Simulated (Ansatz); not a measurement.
Computed with Ansatz on PBE0-D4/def2-TZVP structures; ΔE is electronic, products minus reactants. CCSD(T)/CBS adds triple-zeta CCSD(T) − MP2 to the extrapolated MP2 energy (def2 sets, frozen cores). DFT in def2-TZVPP. B3LYP here is the variant with VWN-RPA as its local correlation; programs differ in this. One conformer a species, not always the lowest.

Reaction (ligand exchange at the Si–S bond): `F[SiH](F)S[SiH](Cl)Cl` + `[CH3][AlH][OH]` → `[CH3][AlH][O][SiH](F)F` + `S[SiH](Cl)Cl`

`F[SiH](F)S[SiH](Cl)Cl`:

Z-matrix (Å, degrees):
```
Si
F 1 1.584
S 1 2.110 2 110.7
F 1 1.583 2 105.9 3 -120.5
H 1 1.469 2 110.3 3 121.4
Si 3 2.131 1 98.4 2 -46.0
Cl 6 2.033 3 110.9 1 91.6
Cl 6 2.033 3 106.8 1 -149.7
H 6 1.472 3 111.5 1 -29.8
```

`[CH3][AlH][OH]`:

Z-matrix (Å, degrees):
```
C
Al 1 1.941
H 1 1.092 2 111.9
H 1 1.095 2 111.0 3 120.7
H 1 1.095 2 111.2 3 -121.1
O 2 1.701 1 117.6 3 -3.3
H 2 1.589 1 124.2 3 176.8
H 6 0.956 2 122.5 1 -179.8
```

`[CH3][AlH][O][SiH](F)F`:

Cartesian coordinates in Å:
```
C 0.475 -0.946 2.088
Al 0.339 -1.043 0.157
O -0.157 0.354 -0.677
Si -0.600 1.433 -1.759
F -2.039 1.080 -2.322
F 0.386 1.414 -3.000
H 1.498 -0.685 2.384
H -0.187 -0.186 2.510
H 0.247 -1.906 2.559
H 0.672 -2.311 -0.724
H -0.634 2.796 -1.216
```

`S[SiH](Cl)Cl`:

```xyz
6

S     0.630   -0.439   -1.543
Si   -0.296    0.223    0.237
Cl   -2.226    0.634   -0.263
Cl   -0.241   -1.199    1.701
H     1.809   -0.655   -0.930
H     0.325    1.436    0.799
```

```
             level  ΔE (kJ/mol)  difference from CCSD(T)/CBS
            PBE-D4        -68.6                         20.0
          B3LYP-D4        -87.1                          1.5
            B2PLYP        -93.8                         -5.2
     HF/def2-TZVPP       -118.6                        -30.0
    MP2/def2-TZVPP        -87.1                          1.5
SCS-MP2/def2-TZVPP        -93.9                         -5.3
CCSD(T)/def2-TZVPP        -92.0                         -3.4
     HF/def2-QZVPP       -121.1                        -32.5
      HF/CBS(def2)       -121.5                        -32.9
     MP2/CBS(def2)        -83.7                          4.9
       CCSD(T)/CBS        -88.6                            0
```

Largest T1 diagnostic among the species: 0.012.

From PBE to PBE0 (25 % exact exchange), in def2-TZVPP and without D4, ΔE moves by −8.1 kJ/mol. In def2-TZVPP, CCSD(T) changes the Hartree–Fock value by +26.6 kJ/mol (the triples alone add +5.5 kJ/mol) and MP2 by +31.5 kJ/mol.

CCSD(T)/CBS has its own doubt, a few kJ/mol and more with outer-core shells, so smaller differences from it don't rank the levels.
